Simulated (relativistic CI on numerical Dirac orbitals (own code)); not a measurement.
What each ingredient does to the levels of Nb I

Base calculation: Dirac-Coulomb-Breit CI, separate exchange-only KLI orbitals for each configuration, model QED, valence Slater integrals scaled by 0.85, P86 correlation energy added to each configuration.

Configuration list (outside the closed core [Kr]): 4d4.5s, 4d3.5s2, 4d4.5p, 4d3.5s.5p, 4d5, 4d2.5s2.5p, 4d4.5d, 4d2.5s.5p2, 4d3.5s.4f, 4d4.6s, 4d3.5s.6p, 4d3.5s.6s, 4d3.5p2, 4d3.5s.7s, 4d3.5s.5d, 4d4.6p. Levels of other configurations are missing.

The lowest level and the first level of each name with at least 55 % of one term (blank where a level has no safe partner in the second run):

| Level | Base (cm⁻¹) | Shift (cm⁻¹) |
| --- | --- | --- |
| 4d4.5s 6D_1/2 | 0.0 | 0.0 |
| 4d4.5s 6D_3/2 | 127.3 | -13.0 |
| 4d4.5s 6D_5/2 | 329.9 | -6.8 |
| 4d4.5s 6D_7/2 | 597.6 | -10.4 |
| 4d4.5s 6D_9/2 | 921.1 | -15.7 |
| 4d3.5s2 4F_3/2 | 1765.1 | -1619.5 |
| 4d3.5s2 4F_5/2 | 2172.5 | -1619.9 |
| 4d3.5s2 4F_7/2 | 2703.4 | -1608.6 |
| 4d3.5s2 4F_9/2 | 3326.9 | -1593.3 |
| 4d4.5s 4D_1/2 | 9589.4 | -234.6 |
| 4d4.5s 4D_3/2 | 9825.3 | -202.2 |
| 4d3.5s2 2G_7/2 | 9943.3 | -1514.4 |
| 4d4.5s 4D_5/2 | 10141.6 | -215.7 |
| 4d3.5s2 2G_9/2 | 10416.6 | -1506.7 |
| 4d4.5s 4D_7/2 | 10564.0 | -193.4 |
| 4d3.5s2 2D_5/2 | 11597.6 | -1136.1 |
| 4d3.5s2 2P_1/2 | 11818.6 | -1301.6 |
| 4d5 6S_5/2 | 11899.9 | +1344.6 |
| 4d4.5s 4H_7/2 | 12162.6 | -25.6 |
| 4d4.5s 4H_9/2 | 12270.5 | -16.2 |
| 4d4.5s 4H_11/2 | 12435.9 | -0.9 |
| 4d4.5s 4H_13/2 | 12663.9 | -19.4 |

Correlation outside the listed configurations is missing or only estimated: errors of thousands of cm⁻¹ between configurations and terms are usual at this charge. Rates and lifetimes follow the computed energies and can be off by large factors. The fine structure of a lone outer electron comes out too small, for d and f at times inverted, and misplaced configurations move strength between like terms. 18 of the 26 excited levels that our extract of the measured tables holds in this range could be paired (the sources list more); they are missed by 900 cm⁻¹ on average and 1633 at most, and levels without a partner can miss by more.

(1) One thing was changed in a second run, which moved the levels as shown. Which?
A. Breit term removed
B. QED terms removed
C. only the first 3 configurations
D. configuration mixing switched off
E. no correlation estimate
F. one mean potential for all configurations

Results:

(1) E. No correlation estimate. A correlation estimate moves all levels of a configuration together before mixing; mixed levels move by a weighted share.

LS names give the leading component of a level, which can be under half, so a name can repeat, a term be missing and a line seem to break the LS rules.
